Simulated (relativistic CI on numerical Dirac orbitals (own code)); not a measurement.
**Hf3+: 4f photoemission**

Computed with this model: Dirac-Coulomb-Breit CI, KLI orbitals optimised for each configuration, model QED (radiative potential, 1s self-energy scaled to tabulated hydrogen-like ionisation energies), valence Slater integrals scaled by 0.7, multiplet model of photoemission in the sudden approximation; configurations [Xe] 4f14 5d → [Xe] 4f13 5d; 80 K; Lorentzian 0.17 eV and Gaussian 0.5 eV FWHM. Energies are those of the free ion, without screening or charge transfer. The energies are binding energies and can lie tens of eV above those of solids. S is read from ⟨S²⟩ = S(S + 1).

Field parameters in Wybourne normalisation: D4h B²₀ = −7Ds, B⁴₀ = 21(Dq − Dt), B⁴₄ = 21√(5/14) Dq. The field is a parameter set, without covalency.

free ion: ground-state S = 0.50, centroid 50.76 eV. Peaks (eV, height): 50.1 (100), 51.5 (69).

D4h, 10Dq = 38200, Ds = -1500, Dt = -260 cm⁻¹: ground-state S = 0.50, centroid 50.84 eV. Peaks (eV, height): 50.1 (100), 51.8 (74).

Strongest unbroadened transitions for D4h, 10Dq = 38200, Ds = -1500, Dt = -260 cm⁻¹:

```csv
Energy (eV),Relative strength
49.61,41.9
49.62,41.7
49.70,68.6
50.00,100.0
50.04,41.3
50.05,44.8
50.10,83.9
50.13,47.4
50.14,72.0
50.16,80.2
51.38,41.9
51.54,47.7
51.63,83.4
51.71,45.9
51.72,35.6
51.74,93.0
51.99,41.7
52.05,72.1
```
